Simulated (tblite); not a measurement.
C5H10NO (doublet state).
Numbering: `[CH3:1][NH:2][C:3](=[O:4])[C:5]([CH3:6])[CH3:7]` (hydrogens: H8, H9, H10 on C1; H11 on N2; H12, H13, H14 on C6; H15, H16, H17 on C7)

Computed geometry: GFN2-xTB, gas phase. This method treats the open shell by occupation alone, without spin polarisation.

(1) Give the optimised bond lengths and angles.

## Answers

(1) 
```
                   bond  length (bohr)   order
                  C1–N2          2.717  single
                  N2–C3          2.595  single
                  C3=O4          2.327  double
                  C3–C5          2.722  single
           C5–C6, C5–C7          2.805  single
   C1–H8, C1–H9, C1–H10          2.063  single
                 N2–H11          1.898  single
C6–H12 and 5 like bonds          2.062  single
```

Bonds in one row agree within 0.02 bohr and their mean is given. Orders are formal, as drawn. A selection of angles:
```
     angle  degrees
  N2–C1–H8    107.0
  N2–C1–H9    111.0
  H8–C1–H9    109.3
  C1–N2–C3    121.9
 C1–N2–H11    117.9
 C3–N2–H11    120.2
  N2–C3–O4    120.8
  N2–C3–C5    116.4
  O4–C3–C5    122.8
  C3–C5–C6    117.8
  C3–C5–C7    123.3
  C6–C5–C7    118.9
 C5–C6–H12    109.4
 C5–C6–H13    110.9
H12–C6–H13    109.6
H13–C6–H14    107.0
```

Dihedral angles: C1–N2–C3–O4 0° (synperiplanar); N2–C3–C5–C6 180° (antiperiplanar). The mirror-image conformer, all signs reversed, is as good.

Of the pairs four or more bonds apart, O4···H8 is among the closest relative to their van der Waals radii: 2.27 Å, 84 % of the sum of Bondi's values. The 3 C–C bonds span 1.441 Å (C3–C5, drawn single in one of several resonance forms) to 1.488 Å (C5–C7, drawn single), a spread of 0.047 Å. The 2 C–N bonds span 1.373 Å (N2–C3, drawn single) to 1.438 Å (C1–N2, drawn single), a spread of 0.065 Å. N2 (nitrogen bonded to 2 C and H) is planar (angles 121.9°, 120.2° and 117.9°, sum 360.0°, 0.00 Å off the plane of its three neighbours). The 7 heavy atoms lie in one plane (0.003 Å rms). C3 (carbon bonded to C, N and O) is planar (angles 122.8°, 120.8° and 116.4°, sum 360.0°, 0.00 Å off the plane of its three neighbours). C5 (carbon bonded to 3 C) is planar (angles 123.3°, 118.9° and 117.8°, sum 360.0°, 0.00 Å off the plane of its three neighbours).

Point group: near Cs, missed by 0.10 Å at most; the miss may be what the optimiser left on a soft mode. Its GFN2-xTB frequencies are all real (lowest 57 cm⁻¹). 2 starts were optimised and ended at 0.00 and 0.85 kcal/mol (GFN2-xTB); the lowest of these is shown.

On one thread, Arm Neoverse V2 (aarch64), on a shared host, this took 0.51 s of wall time. That covers the optimisation of the geometry.
